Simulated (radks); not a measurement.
The numbers below are computed, except where a source is named.
The platinum ion Pt1.5+, 76.5 electrons, occupied as [Xe] 4f14 5d(up 4.25, down 4.25) (fractional occupations, a model configuration).

Code: a radial shooting solver on a logarithmic mesh with Libxc functionals. Model: scalar-relativistic Kohn-Sham, LDA (Slater exchange, Perdew-Wang correlation), spin-polarised, spherical densities, finite nucleus; Fermi nuclear charge, rms radius 5.427 fm.

Energy parts (hartree):
| part | energy |
|---|---|
| total | -18398.7472 |
| kinetic | 20503.6080 |
| electron-nucleus | -45679.5843 |
| Hartree | 7120.6995 |
| exchange-correlation | -343.4704 |

Orbitals (lengths in bohr, moments of r in powers of bohr):
| orbital | occ. | eigenvalue (hartree) | <r> | <1/r> | <r^2> |
|---|---|---|---|---|---|
| 1s | 2 | -2879.223 | 0.01716 | 93.83 | 0.0004067 |
| 2s | 2 | -506.3313 | 0.07241 | 22.00 | 0.006210 |
| 2p | 6 | -439.2173 | 0.06525 | 19.66 | 0.005204 |
| 3s | 2 | -119.3287 | 0.1873 | 8.153 | 0.04011 |
| 3p | 6 | -99.77415 | 0.1883 | 7.461 | 0.04110 |
| 3d | 10 | -78.48553 | 0.1705 | 7.030 | 0.03403 |
| 4s | 2 | -26.03282 | 0.4154 | 3.492 | 0.1948 |
| 4p | 6 | -19.61454 | 0.4422 | 3.157 | 0.2223 |
| 4d | 10 | -11.80530 | 0.4685 | 2.826 | 0.2538 |
| 4f | 14 | -3.12211 | 0.5161 | 2.390 | 0.3247 |
| 5s | 2 | -4.28367 | 0.9513 | 1.422 | 1.016 |
| 5p | 6 | -2.59778 | 1.102 | 1.204 | 1.374 |
| 5d | 8.5 | -0.74241 | 1.600 | 0.8209 | 3.020 |

The highest occupied level is 5d at -20.202 eV. The electron density at the nucleus is 2.107e+06 e/bohr^3 (large components only). The density falls to 0.001 e/bohr^3 at r = 3.69 bohr. Summed over all electrons, <r^2> = 45.47 bohr^2, which gives a Langevin (diamagnetic) susceptibility term of -36 x 10^-6 cm^3/mol.
